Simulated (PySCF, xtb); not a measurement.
CH₂N, SMILES C#[NH+], charge +1.

GFN2-xTB (xtb) at its own geometry gives an orbital gap of 7.42 eV.

Geometry: PBE0-D3(BJ)/def2-TZVPD. The isomer is the one that the SMILES or the coordinates give; other isomers of the formula were not compared.

Problem. What does PySCF with PBE/def2-TZVPD give? (The exact figures need the calculation; the answer reports its results.)

Solution. gap 8.80 eV (levels -18.20 and -9.39 eV).
